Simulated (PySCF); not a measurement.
A geometry optimisation, step by step.

C₂H₄F₂Se.
Bonds: F1–C2, C2–Se3, Se3–C4, C4–F5. Hydrogens: H6, H7 on C2; H8, H9 on C4.

Method: PBE0-D3(BJ)/def2-SVP geometry optimisation, gas phase (PySCF 2.14.0); density fitting, grid level 1; the optimiser is geomeTRIC in internal coordinates, started from a GFN2-xTB structure. The frame can shift and turn from step to step; on so coarse a grid that alone can change the energy by a few meV, and forces under 0.02 eV/Å are noise.

Step 0: E = -72892.6921 eV, largest atomic force 0.698 eV/Å
```
atom  x, y, z in Å  |  force x, y, z in eV/Å
F1      1.452    1.484   -0.325    0.015   0.345  -0.008
C2      1.453    0.134   -0.254   -0.617   0.253  -0.207
Se3    -0.107   -0.634   -1.175    0.053  -0.072   0.370
C4     -1.442   -0.262    0.223    0.483   0.371  -0.321
F5     -1.688    1.063    0.331   -0.054   0.343   0.053
H6      2.353   -0.237   -0.752    0.110  -0.343  -0.099
H7      1.428   -0.154    0.802    0.023  -0.273   0.181
H8     -2.370   -0.766   -0.062   -0.084  -0.363  -0.111
H9     -1.067   -0.622    1.187    0.071  -0.261   0.141
```

Step 1: E = -72892.6201 eV, largest atomic force 1.131 eV/Å
```
atom  x, y, z in Å  |  force x, y, z in eV/Å
F1     -0.177    1.123   -1.817   -0.230  -0.029  -0.084
C2     -0.191   -0.186   -1.453    0.984   0.091   0.277
Se3    -1.185   -0.529    0.179   -0.055   0.022  -0.544
C4      0.159    0.101    1.417   -0.883  -0.120   0.696
F5      0.236    1.449    1.524    0.141  -0.006  -0.159
H6     -0.517   -0.813   -2.300   -0.292  -0.013   0.203
H7      0.844   -0.473   -1.171   -0.191  -0.015  -0.306
H8     -0.287   -0.318    2.339    0.434   0.122   0.176
H9      1.154   -0.333    1.256    0.093  -0.052  -0.258
```

Step 2: E = -72892.7211 eV, largest atomic force 0.282 eV/Å
```
atom  x, y, z in Å  |  force x, y, z in eV/Å
F1     -0.194    1.122   -1.854    0.012  -0.063   0.026
C2     -0.153   -0.177   -1.459    0.231   0.096   0.130
Se3    -1.181   -0.523    0.157   -0.017   0.009  -0.201
C4      0.123    0.093    1.454   -0.125  -0.094   0.169
F5      0.242    1.440    1.521   -0.040   0.066  -0.017
H6     -0.539   -0.815   -2.268   -0.142  -0.078   0.096
H7      0.888   -0.469   -1.235   -0.015   0.063  -0.086
H8     -0.260   -0.305    2.411    0.101   0.073  -0.012
H9      1.112   -0.345    1.247   -0.006  -0.073  -0.105
```

Step 3: E = -72892.7337 eV, largest atomic force 0.057 eV/Å
```
atom  x, y, z in Å  |  force x, y, z in eV/Å
F1     -0.180    1.122   -1.850    0.034  -0.014  -0.007
C2     -0.134   -0.172   -1.445   -0.054   0.000  -0.019
Se3    -1.186   -0.517    0.146   -0.036  -0.011   0.000
C4      0.110    0.090    1.452    0.019  -0.031   0.033
F5      0.223    1.439    1.514    0.008   0.022   0.008
H6     -0.555   -0.823   -2.228    0.015   0.002  -0.026
H7      0.909   -0.462   -1.243    0.018   0.002  -0.003
H8     -0.240   -0.305    2.420    0.014   0.007   0.013
H9      1.090   -0.352    1.207   -0.018   0.023   0.001
```

Step 4: E = -72892.7343 eV, largest atomic force under 0.02 eV/Å
```
atom  x, y, z in Å  |  force x, y, z in eV/Å
F1     -0.169    1.121   -1.851    0.001  -0.006  -0.002
C2     -0.136   -0.174   -1.449    0.001  -0.002   0.007
Se3    -1.187   -0.517    0.146    0.000   0.012   0.003
C4      0.109    0.092    1.456    0.007  -0.001  -0.005
F5      0.215    1.442    1.526   -0.003   0.006   0.002
H6     -0.560   -0.820   -2.235   -0.001   0.004   0.000
H7      0.907   -0.471   -1.249    0.002  -0.013   0.005
H8     -0.233   -0.309    2.424   -0.004  -0.005  -0.004
H9      1.091   -0.341    1.205   -0.002   0.006  -0.006
```

Step 5: E = -72892.7346 eV, largest atomic force under 0.02 eV/Å
```
atom  x, y, z in Å  |  force x, y, z in eV/Å
F1     -0.157    1.119   -1.848    0.001  -0.004   0.001
C2     -0.135   -0.177   -1.449    0.011  -0.009   0.005
Se3    -1.188   -0.515    0.146    0.003   0.015   0.006
C4      0.108    0.094    1.456   -0.006   0.011  -0.008
F5      0.204    1.445    1.535   -0.002  -0.003   0.000
H6     -0.565   -0.817   -2.236   -0.004   0.001   0.005
H7      0.905   -0.484   -1.250   -0.005  -0.004   0.001
H8     -0.227   -0.316    2.422   -0.002  -0.004  -0.005
H9      1.092   -0.329    1.197    0.005  -0.001  -0.005
```

**Question.** Summarise the path.

**Answer.** The energy falls by 0.98 kcal/mol from step 0 to step 5; nine tenths of that is first reached at step 3. It rises by more than 0.2 meV at step 1. The largest force goes from 0.698 to under 0.02 eV/Å. Among the bonds Se3–C4 changes most (a near tie, within 0.001 Å, with another), from 1.968 to 1.941 Å; the atoms move by 0.079 Å rms after alignment.

What follows is the cost of the whole optimisation. On one thread of an x86-64 server, on a shared host, this took 24 s.
